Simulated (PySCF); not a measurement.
Geometry:
| atom | x (Å) | y (Å) | z (Å) |
| --- | --- | --- | --- |
| C1 | -0.577 | -1.293 | -0.004 |
| C2 | -0.005 | -0.068 | -0.015 |
| B3 | 1.553 | -0.030 | 0.022 |
| F4 | 2.244 | -1.138 | 0.228 |
| F5 | 2.251 | 1.065 | -0.185 |
| B6 | -0.905 | 1.200 | -0.034 |
| Cl7 | -2.595 | 1.109 | -0.510 |
| Cl8 | -0.293 | 2.761 | 0.465 |
| H9 | -1.664 | -1.423 | -0.049 |
| H10 | 0.027 | -2.205 | 0.057 |

Geometry: PBE0-D3(BJ)/def2-SVP; GIAO shifts from PySCF 2.14, gas phase, non-relativistic, averaged over equivalent atoms.

At KT3/pcSseg-1 (160 basis functions, 22 s wall time on 1 thread of an Arm Neoverse V1, shared host):
| atoms | δ (ppm) |
| --- | --- |
| C1 | 159.9 |
| C2 | 129.8 |
| B6 | 50.4 |
| B3 | 20.4 |
| F4/F5 | -101.6 |
| Cl7/Cl8 | 251.6 |
| H10 | 7.39 |
| H9 | 7.36 |

Referencing at the same level of theory: ¹³C (182.31 ppm), ¹H (31.32 ppm) vs TMS; ¹¹B (100.51 ppm) against BF3·OEt2; CFCl3 for ¹⁹F (149.45 ppm); HCl for ³⁵Cl (934.56 ppm).

Task: What do these become at B97-D/pcSseg-1?

Result: 
```
  atoms  δ at B97-D/pcSseg-1  change
     C1                167.1    +7.2
     C2                136.0    +6.2
     B6                 53.6    +3.2
     B3                 21.4    +1.0
  F4/F5                -96.9    +4.7
Cl7/Cl8                258.0    +6.4
    H10                 7.51   +0.12
     H9                 7.51   +0.15
```

Shifts are taken against calculated references (same method and geometry level): ¹³C (σref 179.17) and ¹H (σref 31.41) vs TMS; ¹¹B (σref 98.21) vs BF3·OEt2; CFCl3 for ¹⁹F (σref 154.77); ³⁵Cl (σref 925.42) vs HCl.

The largest change is at C1 (terminal =CH2 carbon). Cost: 160 basis functions, 22 s wall time on 1 thread of an Arm Neoverse V1, shared host.

A carbon bonded to boron is broadened by the quadrupolar boron nucleus and is often missing from a measured spectrum. Unscaled 19F shifts against computed CFCl3 carry errors that often reach 10 to 50 ppm.
